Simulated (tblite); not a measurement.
C₉H₈N₄Si.
SMILES: `[SiH3]C1=NC2=CC=NC3=CC=NC(=C1)N32`

Computed with GFN2-xTB (tblite): harmonic, unscaled wavenumbers at the GFN2-xTB geometry, gas phase. This tight-binding method is rough: wavenumbers can miss measured ones by several per cent, in bad cases by 10 to 20. Modes of hydrogen on silicon can be 10 to 20 % off.

Harmonic wavenumbers (cm⁻¹): 38.2, 68.9, 118.3, 129.8, 147.1, 206.6, 246.9, 333.8, 419.0, 428.4, 433.6, 441.9, 456.7, 485.8, 539.5, 553.9, 575.4, 592.6, 658.5, 662.0, 691.6, 754.8, 762.5, 769.8, 774.9, 797.8, 804.7, 812.5, 827.5, 835.7, 905.8, 911.9, 913.6, 1078.0, 1085.7, 1098.2, 1115.2, 1141.5, 1165.3, 1217.3, 1221.8, 1251.4, 1270.2, 1312.5, 1328.8, 1361.4, 1436.5, 1506.3, 1531.8, 1545.2, 1578.3, 1589.7, 2260.0, 2282.8, 2283.4, 3067.6, 3068.6, 3128.1, 3141.5, 3142.1.

A = 1176, B = 512.0, C = 358.1 MHz; mass 200.052 u (most abundant isotopes); point group Cs, symmetry number 1.

Zero-point energy?

½Σν̃ = 32655 cm⁻¹ = 390.63 kJ/mol.

Entropy at 400 K, 1 bar (ideal gas, RRHO, classical rotation)?

Translation 181.05, rotation 136.21, vibration 202.29: S = 519.5 J/(mol K).

And Cp and H(400 K) − H(0)?

Cp = 262.46 J/(mol K), of which vibrations give 229.21 (their classical limit is 60 R = 498.9); H(400 K) − H(0) = 57.28 kJ/mol without the zero-point energy, 43.98 from vibrations.

Blend soft modes into free rotors: weight 1/[1 + (100 cm⁻¹/ν̃)⁴] for the oscillator and the rest for a rotor with moment μB/(μ + B), μ = h/(8π²ν), B = 10⁻⁴⁴ kg m². What vibrational entropy results?

188.45 J/(mol K) in place of 202.29, which changes −T·S at 400 K by +5.53 kJ/mol.

What must be added to the electronic energy to get the Gibbs energy at 400 K and 1 bar?

ZPE + [H(400 K) − H(0)] − T·S = 390.63 + 57.28 − 207.82 = 240.09 kJ/mol.

How do the functions run with temperature in this model?

```csv
T (K),S (J/(mol K)),Cp (J/(mol K)),H − H(0) (kJ/mol),G − H(0) (kJ/mol),ln q(vib)
150,347.7,108.4,10.31,-41.84,3.32
250,418.0,173.1,24.34,-80.15,6.28
298.15,451.1,204.1,33.43,-101.08,7.79
600,642.8,344.7,118.66,-267.05,17.75
900,797.4,414.8,233.73,-483.94,27.27
```

q(vib) and H(0) count from the zero-point level.

Hindered rotation and anharmonicity are outside this model.

On Arm Neoverse V2, one thread (shared host), this took 1.2 s of wall time. The figure is for the frequency step alone.
